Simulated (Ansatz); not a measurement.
Total energies of ClFGeHS, SMILES `[F][Ge]([SH])[Cl]` radical.

```json
{"atom": "F1", "x (Å)": "-0.217", "y (Å)": "1.516", "z (Å)": "-1.449"}
{"atom": "Ge2", "x (Å)": "-0.606", "y (Å)": "0.144", "z (Å)": "-0.459"}
{"atom": "S3", "x (Å)": "0.435", "y (Å)": "0.577", "z (Å)": "1.460"}
{"atom": "Cl4", "x (Å)": "0.209", "y (Å)": "-1.578", "z (Å)": "-1.477"}
{"atom": "H5", "x (Å)": "0.178", "y (Å)": "-0.659", "z (Å)": "1.924"}
```

Charge 0, multiplicity 2. Correlated methods include outer-core shells of Ge, which these sets cover unevenly. Scalar relativity is left out up to krypton. The structure was optimised at the PBE0-D4/def2-TZVP level. It is one conformer, not always the lowest. Basis def2-TZVPP, Ansatz 0.2.0.

RPA on PBE orbitals: Hartree–Fock energy of these orbitals -3032.50416 Eh, correlation -1.32707 Eh (frozen core).

```csv
functional,energy without D4 (Eh),D4 term (kJ/mol)
LDA (SPW92),-3029.34821,–
PBE,-3035.23157,-14.4
revPBE,-3035.64478,-35.6
BLYP,-3036.04468,-30.8
r2SCAN,-3035.89151,-3.1
B97M-V,-3035.34782,–
B3LYP,-3036.07053,-23.7
r2SCANh,-3035.87339,-3.5
r2SCAN0,-3035.84787,-3.9
HSE06 (plane-wave form),-3035.33018,-11.6
BHLYP,-3035.93372,-21.2
CAM-B3LYP,-3036.11490,-12.8
ωB97M-V,-3035.81143,–
B2PLYP,-3035.31779,–
```

Question: Give the same for PBE0, LC-ωPBE, ωB97X-V, PBE-QIDH. (Best estimate.)

Answer: Computed: 
```tsv
functional	energy without D4 (Eh)	D4 term (kJ/mol)
PBE0	-3035.34801	-12.2
LC-ωPBE	-3035.41858	–
ωB97X-V	-3035.63488	–
PBE-QIDH	-3034.83658	–
```

B3LYP takes the VWN-RPA correlation (the form of Gaussian; ORCA's B3LYP/G). HSE06 is the plane-wave form, built on full-range PBE exchange. The double hybrids freeze the cores in their second-order part.

LC-ωPBE has ω = 0.4 bohr⁻¹.
